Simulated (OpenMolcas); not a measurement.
Fe4+ with its 6 nearest fluoride ions, on the Ge site of Cs2GeF6 (a = 9.021 Å, distance in the model lattice 1.804 Å). The rest of the host is ab initio model potentials to 7.6 Å and point charges beyond; the distance is set by hand and nothing relaxes. Ligand basis ANO-RCC-VDZP.

```json
{
  "Program": "OpenMolcas 26.06",
  "Method": "SS-CASPT2, IPEA 0.25 Eh, imaginary shift 0.1 Eh (closed shells correlated: 3s 3p and the ligand valence shells)",
  "Basis": "ANO-RCC-VTZP [6s5p3d2f1g]",
  "Scalar Hamiltonian": "DKH2, point nucleus",
  "Active space": "4 electrons in 5 orbitals (3d)",
  "State averaging": "2S+1 = 5 even, 5 roots; 2S+1 = 3 even, 45 roots; 2S+1 = 1 even, 50 roots",
  "Spin-orbit coupling": "state interaction with AMFI integrals over the reference wave functions"
}
```

All ligands move together. At R = 1.804 Å the first state of the same spin is 18230 cm-1, and at R = 1.895 Å it is 15520 cm-1.

Task: A third run gives 16340 cm-1. What distance was it run at?

Result: With a power law R^-n the two known points give n = -ln(15520 / 18230) / ln(1.895 / 1.804) = 3.27. Then R = 1.804 × (18230 / 16340)^(1/3.27) = 1.865 Å. The run was at 1.863 Å, so the estimate is off by +0.002 Å.

Roots that are degenerate in the reference are averaged as groups; the widest CASPT2 spread within a group is 1600 cm-1 (the 2-fold group of multiplicity 1 near 79600 cm-1 above the lowest state of its run, R = 1.895). Shifts and gaps below about the spread of the groups concerned are not significant. Over all roots computed the reference weight is 0.63 to 0.69 in R = 1.804, 0.61 to 0.67 in R = 1.863, 0.59 to 0.66 in R = 1.895; the roots of lowest weight are the least certain, and an intruder state may touch them. An orbital triplet at a regular site is open to Jahn-Teller coupling, which can distort the site and quench the lowest spin-orbit gaps and is left out. This shell can be high or low spin here, a state of another spin lies low, and with metal d orbitals alone active their balance is uncertain, so the ground spin may be wrong, although the usual error favours high spin. Ligand-to-metal charge-transfer states are missing. With no ligand orbital active B as a rule stays too high, so bands that hang on it stand too high and its fall with covalency is understated. With one d shell and no ligand orbital active, 10Dq can be off by a tenth or more. The least metal-like active orbital is 78 % on the metal (Löwdin) and no ligand orbital is active, so the numbers are rough (holds for R = 1.804). The least metal-like active orbital is 77 % on the metal (Löwdin) and no ligand orbital is active, so the numbers are rough (holds for R = 1.863; R = 1.895). No measured value stands beside these numbers; the geometry was set by hand and not optimised.
